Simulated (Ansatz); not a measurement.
Molecular dynamics of CH4BClO

Input file:

```yaml
crystal:
  periodic: [false, false, false]
  atoms:
    - { symbol: B, position_ang: [-0.18185, 1.064423, -0.139445] }
    - { symbol: C, position_ang: [0.39483, -0.365307, -0.016979] }
    - { symbol: O, position_ang: [0.312202, -1.041919, 1.1265] }
    - { symbol: Cl, position_ang: [-1.54192, -0.165524, -1.129399] }
    - { symbol: H, position_ang: [0.313135, 1.787389, -0.966436] }
    - { symbol: H, position_ang: [-0.720965, 1.519771, 0.833951] }
    - { symbol: H, position_ang: [0.943211, -0.856125, -0.843089] }
    - { symbol: H, position_ang: [0.573557, -1.999808, 1.078998] }
magnetization:
  spin_polarized: true
basis:
  gaussian: { orbitals: "6-31G" }
hamiltonian:
  xc: lda
md:
  timestep: 0.5
  n_steps: 150
  ensemble: nvt_langevin
  temperature: 3000.0
  initial_velocities: maxwell_boltzmann
  seed: 470631
  friction: 0.02
```

Run as:

```bash
$ ansatz run input.yaml --threads 1 --pin off --max-ram 2048MiB --backend cpu --events-out ev --progress --plain --runs-dir out
```

It starts from a relaxed structure.

Output, in part (one step line in 3, the closing report, with atoms numbered from 0):

```
md step     0: t =     0.00 fs  T =  2625.0 K  F+E_penalty+E_count = -16271.84913702 eV  E_kin = 2.714460 eV  (25 SCF iters)
md step     3: t =     1.50 fs  T =  2892.6 K  F+E_penalty+E_count = -16271.64556216 eV  E_kin = 2.991179 eV  (27 SCF iters)
md step     6: t =     3.00 fs  T =  2549.2 K  F+E_penalty+E_count = -16271.24590521 eV  E_kin = 2.636058 eV  (28 SCF iters)
md step     9: t =     4.50 fs  T =  2096.1 K  F+E_penalty+E_count = -16270.82806495 eV  E_kin = 2.167552 eV  (27 SCF iters)
md step    12: t =     6.00 fs  T =  2166.5 K  F+E_penalty+E_count = -16270.55751397 eV  E_kin = 2.240363 eV  (29 SCF iters)
md step    15: t =     7.50 fs  T =  2113.4 K  F+E_penalty+E_count = -16270.47432743 eV  E_kin = 2.185456 eV  (29 SCF iters)
md step    18: t =     9.00 fs  T =  1930.2 K  F+E_penalty+E_count = -16270.44141231 eV  E_kin = 1.995994 eV  (29 SCF iters)
md step    21: t =    10.50 fs  T =  1875.3 K  F+E_penalty+E_count = -16270.38915989 eV  E_kin = 1.939189 eV  (29 SCF iters)
md step    24: t =    12.00 fs  T =  1975.0 K  F+E_penalty+E_count = -16270.11846656 eV  E_kin = 2.042340 eV  (28 SCF iters)
md step    27: t =    13.50 fs  T =  1896.7 K  F+E_penalty+E_count = -16269.87196490 eV  E_kin = 1.961353 eV  (27 SCF iters)
md step    30: t =    15.00 fs  T =  2335.7 K  F+E_penalty+E_count = -16269.92721566 eV  E_kin = 2.415321 eV  (26 SCF iters)
md step    33: t =    16.50 fs  T =  2386.0 K  F+E_penalty+E_count = -16269.87512151 eV  E_kin = 2.467351 eV  (29 SCF iters)
md step    36: t =    18.00 fs  T =  2101.8 K  F+E_penalty+E_count = -16269.66710272 eV  E_kin = 2.173468 eV  (28 SCF iters)
md step    39: t =    19.50 fs  T =  2275.0 K  F+E_penalty+E_count = -16269.74843089 eV  E_kin = 2.352557 eV  (28 SCF iters)
md step    42: t =    21.00 fs  T =  2485.0 K  F+E_penalty+E_count = -16269.98642276 eV  E_kin = 2.569678 eV  (28 SCF iters)
md step    45: t =    22.50 fs  T =  2875.0 K  F+E_penalty+E_count = -16270.22112269 eV  E_kin = 2.973019 eV  (28 SCF iters)
md step    48: t =    24.00 fs  T =  2274.3 K  F+E_penalty+E_count = -16270.19849261 eV  E_kin = 2.351839 eV  (28 SCF iters)
md step    51: t =    25.50 fs  T =  2187.4 K  F+E_penalty+E_count = -16270.28964070 eV  E_kin = 2.261968 eV  (26 SCF iters)
md step    54: t =    27.00 fs  T =  2900.7 K  F+E_penalty+E_count = -16270.74569483 eV  E_kin = 2.999559 eV  (25 SCF iters)
md step    57: t =    28.50 fs  T =  2793.2 K  F+E_penalty+E_count = -16270.88015799 eV  E_kin = 2.888343 eV  (25 SCF iters)
md step    60: t =    30.00 fs  T =  3616.7 K  F+E_penalty+E_count = -16270.60771313 eV  E_kin = 3.739962 eV  (25 SCF iters)
md step    63: t =    31.50 fs  T =  3084.8 K  F+E_penalty+E_count = -16270.06405479 eV  E_kin = 3.189915 eV  (25 SCF iters)
md step    66: t =    33.00 fs  T =  2525.8 K  F+E_penalty+E_count = -16269.55936898 eV  E_kin = 2.611878 eV  (28 SCF iters)
md step    69: t =    34.50 fs  T =  2330.8 K  F+E_penalty+E_count = -16269.54471871 eV  E_kin = 2.410273 eV  (28 SCF iters)
md step    72: t =    36.00 fs  T =  2784.8 K  F+E_penalty+E_count = -16269.80643286 eV  E_kin = 2.879693 eV  (27 SCF iters)
md step    75: t =    37.50 fs  T =  2424.4 K  F+E_penalty+E_count = -16269.87800411 eV  E_kin = 2.507040 eV  (25 SCF iters)
md step    78: t =    39.00 fs  T =  1968.8 K  F+E_penalty+E_count = -16269.72763829 eV  E_kin = 2.035892 eV  (27 SCF iters)
md step    81: t =    40.50 fs  T =  2842.5 K  F+E_penalty+E_count = -16270.39304265 eV  E_kin = 2.939361 eV  (27 SCF iters)
md step    84: t =    42.00 fs  T =  3163.1 K  F+E_penalty+E_count = -16270.58857749 eV  E_kin = 3.270867 eV  (28 SCF iters)
md step    87: t =    43.50 fs  T =  2572.4 K  F+E_penalty+E_count = -16270.26107385 eV  E_kin = 2.660096 eV  (27 SCF iters)
md step    90: t =    45.00 fs  T =  2050.1 K  F+E_penalty+E_count = -16270.20802114 eV  E_kin = 2.119931 eV  (28 SCF iters)
md step    93: t =    46.50 fs  T =  1957.4 K  F+E_penalty+E_count = -16270.37136218 eV  E_kin = 2.024122 eV  (28 SCF iters)
md step    96: t =    48.00 fs  T =  1798.8 K  F+E_penalty+E_count = -16270.62200544 eV  E_kin = 1.860065 eV  (27 SCF iters)
md step    99: t =    49.50 fs  T =  2406.7 K  F+E_penalty+E_count = -16270.97092163 eV  E_kin = 2.488772 eV  (28 SCF iters)
md step   102: t =    51.00 fs  T =  2310.9 K  F+E_penalty+E_count = -16271.09547865 eV  E_kin = 2.389649 eV  (28 SCF iters)
md step   105: t =    52.50 fs  T =  2045.4 K  F+E_penalty+E_count = -16271.04452271 eV  E_kin = 2.115097 eV  (28 SCF iters)
md step   108: t =    54.00 fs  T =  1591.8 K  F+E_penalty+E_count = -16270.87530963 eV  E_kin = 1.646092 eV  (27 SCF iters)
md step   111: t =    55.50 fs  T =  1626.3 K  F+E_penalty+E_count = -16270.92826397 eV  E_kin = 1.681687 eV  (25 SCF iters)
md step   114: t =    57.00 fs  T =  1374.9 K  F+E_penalty+E_count = -16270.86810148 eV  E_kin = 1.421747 eV  (25 SCF iters)
md step   117: t =    58.50 fs  T =  1308.0 K  F+E_penalty+E_count = -16270.81048554 eV  E_kin = 1.352623 eV  (25 SCF iters)
md step   120: t =    60.00 fs  T =  1239.4 K  F+E_penalty+E_count = -16270.84716322 eV  E_kin = 1.281652 eV  (25 SCF iters)
md step   123: t =    61.50 fs  T =  1059.8 K  F+E_penalty+E_count = -16270.90437724 eV  E_kin = 1.095876 eV  (25 SCF iters)
md step   126: t =    63.00 fs  T =  1127.8 K  F+E_penalty+E_count = -16271.03957300 eV  E_kin = 1.166247 eV  (25 SCF iters)
md step   129: t =    64.50 fs  T =  1201.6 K  F+E_penalty+E_count = -16271.13933570 eV  E_kin = 1.242601 eV  (25 SCF iters)
md step   132: t =    66.00 fs  T =   896.3 K  F+E_penalty+E_count = -16270.84021586 eV  E_kin = 0.926853 eV  (27 SCF iters)
md step   135: t =    67.50 fs  T =  1110.1 K  F+E_penalty+E_count = -16270.74262189 eV  E_kin = 1.147930 eV  (27 SCF iters)
md step   138: t =    69.00 fs  T =  1478.4 K  F+E_penalty+E_count = -16270.90526619 eV  E_kin = 1.528774 eV  (25 SCF iters)
md step   141: t =    70.50 fs  T =  1578.8 K  F+E_penalty+E_count = -16270.73350322 eV  E_kin = 1.632653 eV  (25 SCF iters)
md step   144: t =    72.00 fs  T =  1712.6 K  F+E_penalty+E_count = -16270.46188835 eV  E_kin = 1.770988 eV  (29 SCF iters)
md step   147: t =    73.50 fs  T =  1365.1 K  F+E_penalty+E_count = -16270.40756941 eV  E_kin = 1.411623 eV  (29 SCF iters)
md step   150: t =    75.00 fs  T =  1766.8 K  F+E_penalty+E_count = -16270.74103437 eV  E_kin = 1.826992 eV  (27 SCF iters)
Total energy: -16270.74105806 eV, -597.9387051794 hartree
Atom 0 at     0.308383     0.957696    -0.087150 Å, force    -0.718479    -0.750894     1.113838 eV/Å
Atom 1 at     0.064323    -0.649544    -0.250692 Å, force     0.551643     0.400517     0.294516 eV/Å
Atom 2 at    -0.588841    -1.152203     0.843985 Å, force     0.620021     0.810472    -0.807402 eV/Å
Atom 3 at    -1.388000     0.125037    -1.652498 Å, force     0.842851     0.021006     0.517502 eV/Å
Atom 4 at     1.289993     1.375854    -0.746567 Å, force    -1.041628     0.146009     0.509955 eV/Å
Atom 5 at    -0.401297     1.536266     1.042362 Å, force     1.608599    -1.178798    -2.717617 eV/Å
Atom 6 at     0.715227    -1.445424    -0.884017 Å, force    -1.469371     1.809378     1.012017 eV/Å
Atom 7 at    -0.858157    -2.073085     0.717867 Å, force    -0.393637    -1.257690     0.077192 eV/Å
Dipole moment:     0.276834    -0.749250     0.137822 e Å
```

All steps were run. The mean temperature of the second half is 41 % below the set value. A run of 0.075 ps of so small a system gives no equilibrium averages. The orbitals stay closed-shell, which can raise the energy where a bond breaks towards radicals; this wasn't checked here. Limits of this set-up: no polarisation functions.

Parted: B1–Cl4 2.08 → 2.45 Å, B1–H6 1.20 → 1.45 Å. It ends as CH3BClO + H by the count below, though a long contact still joins these pieces: B1–H6, 1.45 Å. Pairs count as bonded within 1.25 times the sum of covalent radii (0.12 Å more for H–H).

Last frame:

```xyz
8
Properties=species:S:1:pos:R:3
B 0.308 0.958 -0.087
C 0.064 -0.649 -0.251
O -0.589 -1.152 0.844
Cl -1.388 0.125 -1.653
H 1.290 1.376 -0.747
H -0.401 1.536 1.042
H 0.715 -1.445 -0.884
H -0.858 -2.073 0.718
```

Run time: 4.1 min on 1 thread of Arm Neoverse V1, with other jobs on the host, peak memory 0.1 GiB.
